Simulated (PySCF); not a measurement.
An unknown shows these calculated signals:

1H NMR (600 MHz, computed): δ 5.97 (m, 1H), 5.79 (m, 1H), 5.38 (d, 1H), 5.15 (d, 1H), 3.09 (m, 1H), 2.54 (m, 1H), 2.08 (s, 3H).

13C{1H} NMR (computed): δ 111.9 (C), 109.7 (CH), 96.3 (CH), 84.2 (C), 44.6 (CH2), 5.9 (CH3).

How the numbers were obtained: shieldings: GIAO PBE0/pcSseg-1, GFN2-xTB structure, in PySCF 2.14.0 with density-fitted response routines (rapidly exchanging positions averaged, non-relativistic Hamiltonian, gas phase, single conformer).

Shifts are taken against calculated references (same method and geometry level): 1H (σ = 31.72 ppm) and 13C (σ = 186.93 ppm) vs TMS.

**Question.** Which of these does the molecule contain: a Si–H bond, a CH3CH2 unit, an aldehyde, a nitrile, a C≡C triple bond?

**Answer.** 
- A Si–H bond: yes (δH 5.38 (d), 5.15 (d)).
- A CH3CH2 unit: no.
- An aldehyde: no.
- A nitrile: no.
- A C≡C triple bond: yes (δC 111.9, 84.2).

The data belong to SMILES C(C)#C[SiH2]O[C@@H]1C[C@H](F)O1, C6H9FO2Si; they needn't prove each group on their own.

Carbon signals by region: 2 in the sp2 and nitrile region (100–160 ppm), 2 at 50–100 ppm, 2 below 50 ppm.

Splittings by 19F in the carbon and heteronuclear signals aren't shown, as no couplings were computed. Shifts are as computed. Against solution values, carbons near 30 ppm lie about +3 ppm off and those near 130 ppm about +5 ppm. Of 1309 compounds with measured shifts, 239 miss one by over three times the rms of a fit or turn the order of signals round; such compounds aren't used in these exercises. No couplings were computed; multiplicities are counted from neighbouring protons, with m where these are inequivalent, close in shift, in a saturated or five-membered ring or joined by F or P, and br s for small geminal =CH2 splittings.
